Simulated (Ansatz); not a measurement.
Consider the hydrogen abstraction from a C–H bond: `CB(C)S` + `[CH3]`• → `[CH2]B(C)S`• + CH₄.

Computed with Ansatz on PBE0-D4/def2-TZVP structures; ΔE is electronic, products minus reactants. CCSD(T)/CBS adds triple-zeta CCSD(T) − MP2 to the extrapolated MP2 energy (def2 sets, frozen cores). This one scheme is used for every species. DFT in def2-TZVPP. HSE06 is defined as in plane-wave codes. Open shells (•) are unrestricted, without spin–orbit coupling. Each species was taken in one conformer, which may not be the lowest.

| level | ΔE (kJ/mol) |
| --- | --- |
| HSE06 | -43.6 |
| CCSD/def2-SVP | -39.6 |
| CCSD(T)/def2-SVP | -39.9 |
| CCSD/def2-TZVPP | -38.9 |

Problem. What does CCSD(T)/CBS give? (Best estimate.)

Solution. The calculation gave: -39.7 kJ/mol. The listed levels differ from it by -3.9, 0.1, -0.2, 0.8 kJ/mol.

Largest T1 diagnostic among the species: 0.015.

Leaving LDA and LC-ωPBE aside and taking each functional with its dispersion term where it has one, the values, not all of them listed here, spread over 11.4 kJ/mol, from BLYP-D4 to PBE-QIDH. LDA lies −3.6 kJ/mol from PBE without D4. From PBE to PBE0 (25 % exact exchange), in def2-TZVPP and without D4, ΔE moves by +5.2 kJ/mol.
